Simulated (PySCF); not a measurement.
B(GeH3)(Me)2 (C₂H₉BGe), SMILES C[B](C)[GeH3].

Coordinates come from a PBE0-D3(BJ)/def2-SVP optimisation.

All values below come from PBE/def2-TZVP run with PySCF.

Isolated molecule, no solvent.

Computed frontier levels, gap, dipole moment and polarisability:
highest occupied level: -6.37 eV
lowest empty level: -2.20 eV
orbital gap: 4.17 eV
dipole moment: 0.332 e·Å
quadrupole, principal values (traceless, Buckingham form, about the centre of nuclear charge): -1.26, -0.19, 1.45 D·Å
mean static polarisability: 75.8 bohr³ (11.23 Å³)
polarisability, principal values: 62.6, 76.4, 88.3 bohr³
